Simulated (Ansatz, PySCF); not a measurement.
Molecule: CH₃O₂, charge 0, multiplicity 2. It need not be the lowest isomer of its formula. 
Geometry from a B3LYP-D3(BJ)/def2-TZVP (Ansatz, a quantum-chemistry and plane-wave program) optimisation:
SMILES: [CH](O)O
```xyz
6

O     -1.1819     0.1242     0.0417
C      0.0045    -0.4823    -0.2166
O      1.0786     0.3031     0.1537
H     -1.0918     1.0659    -0.1570
H      0.0095    -1.5194     0.1190
H      1.8821    -0.0708    -0.2250
```
Charge 0, spin multiplicity 2.

Property: atomisation energy (electronic, to ground-state atoms), in kJ/mol. Valence correlation only, unless marked. Open shells are spin-unrestricted. No spin-orbit coupling. No relativistic terms. The coupled-cluster limit lacks core correlation, which all-electron functionals hold. Basis-set limits of correlation are two-point, X^-3; Hartree-Fock from the larger set. [CCSD(T)-MP2]/basis is that difference in the basis named.

```tsv
level	program	atomisation energy (kJ/mol)
M06-L/def2-TZVPD	PySCF	2117.4
PBE0-D4/def2-TZVP	Ansatz + dftd4	2161.0
PW6B95/def2-TZVPD	PySCF	2156.9
wB97M-V/def2-TZVPD	Ansatz	2164.4
MP2/cc-pVTZ	Ansatz	2148.6
RI-MP2/aug-cc-pVQZ	Ansatz	2203.3
RI-MP2/cc-pVTZ	Ansatz	2148.3
SCS-MP2/6-31G*	Ansatz	1932.6
CCSD/cc-pVDZ	Ansatz	1928.7
RI-MP2/CBS(cc-pVTZ,cc-pVQZ)+[CCSD(T)-MP2]/cc-pVTZ	Ansatz	2164.0
```
